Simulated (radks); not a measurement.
The numbers below are computed, except where a source is named.
Q: The lanthanum ion La6+, [Kr] 4d10 5s2 5p3. Code: a radial shooting solver on a logarithmic mesh with Libxc functionals. Model: non-relativistic Kohn-Sham, exchange-only LDA, spin-polarised, spherical densities, point nucleus. Every spin shell is full or empty, so the densities are truly spherical. Functionals are evaluated on that one density, not self-consistently. Rank these orbital-free kinetic functionals by their error against the exact value of the orbitals, and give that value: Thomas-Fermi, von Weizsacker, TF + vW/9, LC94, revAPBEK, Perdew 92, Thakkar, LKT, PG1, DePristo-Kress, Ernzerhof.

A: Exact: 8204.18 hartree. From best to worst, with 100 (|E| - |E exact|)/|E exact| (equal figures are ties): LC94 +0.02, DePristo-Kress -0.16, revAPBEK +0.23, Ernzerhof -0.45, Thakkar -0.66, Perdew 92 -0.70, TF + vW/9 -0.71, Thomas-Fermi -5.14, PG1 +14.29, LKT +18.23, von Weizsacker -60.14.
